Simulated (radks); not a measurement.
Task: Species: He. Configuration: [He] (the NIST ground configuration). All-electron calculation, non-relativistic Kohn-Sham, PBE, spin-polarised, spherical densities, point nucleus; hard spherical wall at 6 bohr. Program: a radial shooting solver on a logarithmic mesh with Libxc functionals. Some entries of the table are withheld. Estimate them.

orbital,occ.,eigenvalue (eV),<r^2> (bohr^2)
1s,2,(1),(2)
2s,0,(3),(4)
2p,0,(5),(6)

Result: 
(1) 1s eigenvalue (eV): -15.7548
(2) 1s <r^2> (bohr^2): 1.251
(3) 2s eigenvalue (eV): 3.9669
(4) 2s <r^2> (bohr^2): 12.35
(5) 2p eigenvalue (eV): 4.8004
(6) 2p <r^2> (bohr^2): 11.42
